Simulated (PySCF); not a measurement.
## Electric field gradients and quadrupole coupling constants

Compound: H7NSSi2.
SMILES with atom numbers: `[SiH3:1][NH:2][SiH2:3][SH:4]` (hydrogens: H5, H6, H7 on Si1; H8 on N2; H9, H10 on Si3; H11 on S4)

Geometry (GFN2-xTB, Å), atoms numbered from 1 in this order:
```
atom  x, y, z in Å
Si1   -1.7053    0.7760    0.4575
N2    -0.0939    0.1685    0.6958
Si3    0.8100   -0.8435   -0.3641
S4     2.7949   -0.9938    0.4486
H5    -1.7261    1.3573   -0.8815
H6    -1.9003    1.7638    1.5163
H7    -2.6906   -0.3046    0.5504
H8     0.2349    0.1977    1.6489
H9     0.8815   -0.1975   -1.6670
H10    0.3627   -2.2279   -0.4317
H11    3.0376    0.3068    0.4954
```

Field gradients from the PBE0/pcSseg-1 density (PySCF, non-relativistic), principal values in atomic units, ordered |Vxx| ≤ |Vyy| ≤ |Vzz|:

| atom | Vxx | Vyy | Vzz |
| --- | --- | --- | --- |
| N2 | 0.2202 | 0.5398 | -0.7600 |
| S4 | 0.1401 | 1.8750 | -2.0151 |

Find the asymmetry η = (Vxx − Vyy)/Vzz and the couplings χ = eQV/h (234.96 MHz × Q in barn × V in au), with Q(14N) = 0.02044 b, Q(33S) = −0.0678 b.

| atom | environment | nucleus | η | χzz (MHz) | χxx (MHz) | χyy (MHz) |
| --- | --- | --- | --- | --- | --- | --- |
| N2 | nitrogen bridging silicon atoms | 14N | 0.42 | -3.650 | 1.057 | 2.592 |
| S4 | sulfur bonded to Si and H | 33S | 0.86 | 32.10 | -2.23 | -29.87 |

The tensor is traceless: Vxx + Vyy + Vzz = 0.

What is Vzz at N2 in SI units (1 au = 9.71736 × 10²¹ V/m²)?

-0.7600 au = -7.385 × 10²¹ V/m².

And the gradient at the other heavy atoms, for which no coupling is worked out here?

```tsv
atom	environment	Vzz (au)	η
Si1	SiH3 silicon	0.381	0.08
Si3	SiH2 silicon	0.546	0.71
```

Were the hydrogens deuterons (Q(2H) = 0.00286 b), χzz would run from 107 kHz (H7) to 287 kHz (H8).

Geometry: GFN2-xTB, one conformer, isolated molecule. GFN2-xTB bond lengths can be off by several hundredths of an ångström, more for odd bonds, and the gradients follow them. These gradients aren't converged with respect to the basis.
